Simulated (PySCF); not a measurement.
C₃H₁₀ClNSi, SMILES C[C@H](NC)[SiH2]Cl.

Coordinates come from a B3LYP-D3(BJ)/def2-SVP optimisation. The structure was generated by enumeration; whether it is a known compound was not checked. One conformer was computed; it need not be the lowest.

Two levels are set side by side: TDA-PBE/def2-SVPD (PySCF) and TDA-B3LYP/def2-SVPD (PySCF). Vertical, same geometry. The lowest singlet is HOMO→LUMO 95 % with PBE and HOMO→LUMO 93 % with the other functional; states are paired by order. Differences are taken from unrounded values.

```tsv
quantity	TDA-B3LYP	TDA-PBE	TDA-PBE minus TDA-B3LYP
lowest singlet excitation (eV)	5.59	4.96	-0.63
lowest triplet excitation (TDA) (eV)	5.29	4.66	-0.64
first bright state (f over 0.05) (eV)	6.53	5.85	-0.67
its oscillator strength	0.08	0.07	-0.01
```

A lower first singlet is the usual sign of a functional without exact exchange. Differences between two approximate levels are no errors against the true value.

Rough cost on one machine, each run with all the roots and properties that it gave: TDA-B3LYP against TDA-PBE about 2 times.
